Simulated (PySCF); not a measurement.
## Antimony: a sound run and one with changed settings

Sound run: Sb²⁺ [Kr] 4d10 5s2 5p1, Sb³⁺ [Kr] 4d10 5s2. Calculation: PySCF 2.14, in def2-SVP with the def2 core potential (28 electrons) (4s4p2d, 26 functions); scalar relativity through the core potential. The sound run starts from symmetry-adapted Hartree-Fock orbitals and uses a fine grid where one is needed.

Changed run: 14 angular points. This setting is unsound on purpose.

```tsv
species	method	sound run (hartree)	changed run (hartree)	converged
Sb²⁺	UHF	-238.36966	-238.36966	yes
Sb²⁺	LDA	-238.88278	-238.88249	yes
Sb²⁺	BP86	-239.38639	-239.38610	yes
Sb³⁺	UHF	-237.48353	-237.48353	yes
Sb³⁺	LDA	-237.96638	-237.96638	yes
Sb³⁺	BP86	-238.47155	-238.47155	yes
```

Ionisation energy of Sb²⁺:

```json
{"method": "UHF", "sound run (eV)": "24.113", "changed run (eV)": "24.113"}
{"method": "LDA", "sound run (eV)": "24.937", "changed run (eV)": "24.929"}
{"method": "BP86", "sound run (eV)": "24.894", "changed run (eV)": "24.886"}
```

A coarse angular grid integrates products of high-l functions wrongly, so density functionals can shift, and the SCF can exploit the error; Hartree-Fock and MP2 need no grid.

For comparison, NIST gives 25.323 eV between the lowest levels.
